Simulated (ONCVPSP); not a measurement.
# Si (Z = 14): one change to an ONCV potential, before and after

Si (Z = 14), optimised norm-conserving Vanderbilt (ONCV), made with ONCVPSP 4.0.1 (PW91, scalar-relativistic). Core [Ne], reference 3s2 3p1 (charge +1). Waves: 3s: rc 1.50 bohr, ncon 4, nbas 8, qcut 3.9 1/bohr, 2 projectors, debl 2.3 Ha; 3p: rc 1.55 bohr, ncon 4, nbas 9, qcut 4.8 1/bohr, 2 projectors, debl 3.9 Ha. Local part: polynomial inside 1.25 bohr (lpopt 4, dvloc0 0 Ha). Core correction: Teter function, fcfact 4.25, rcfact 1.8.

All-electron outer shells of the reference configuration (PW91, scalar-relativistic, ld1.x):

```csv
shell,level (eV),outermost node (bohr),outermost maximum (bohr)
2s,-149.08,0.15,0.45
2p,-105.26,–,0.39
3s,-19.09,0.72,1.75
3p,-11.71,0.71,2.01
```

Change: core correction Teter function, fcfact 5.5, rcfact 1.8.

Cutoffs: the cutoffs (Ha) at which the residual kinetic energy of the hardest occupied pseudo-wave falls to 1 and 0.1 mHa per electron; they do not see the model core or the augmentation charge, which bear on the density cutoff. Errors are all-electron minus pseudo energies relative to the spin-unpolarised reference configuration.

Task: What does the change do?

Result: The potential gets neither clearly harder nor softer (7.8 Ha and 27 Ha → 7.8 Ha and 27 Ha); of the 4 tests that both files solve, the error grows in 4 and shrinks in 0 by more than 15 % and 0.3 meV (median size 33.6 → 43.1 meV); neither file shows a bound ghost. A model core, the more so a compact one, raises the density cutoff, which this test does not measure.

```csv
quantity,base,changed
"cutoff, loose",7.8 Ha,7.8 Ha
"cutoff, tight",27 Ha,27 Ha
bound ghosts,none,none
GHOST(+) flags under 300 eV,s at 129.5 eV,s at 129.5 eV
"error for 3s2 3p2, meV [ΔE -7.78 eV]",-7.4,-10
"error for 3s2 3p0, meV [ΔE 16.05 eV]",-41,-53
"error for 3s1 3p0, meV [ΔE 50.10 eV]",-324,-403
"error for 3s0 3p4, meV [ΔE 6.02 eV]",-27,-34
s: phases at 1.52 bohr within 0.05 rad from the reference energy up to (Ha; the scan ends near 5),3.7,3.7
p: phases at 1.58 bohr within 0.05 rad from the reference energy up to (Ha; the scan ends near 5),to the end of the scan,to the end of the scan
"rms error of d²Exc/dni dnj with the model core, mHa",5.94,7.26
```
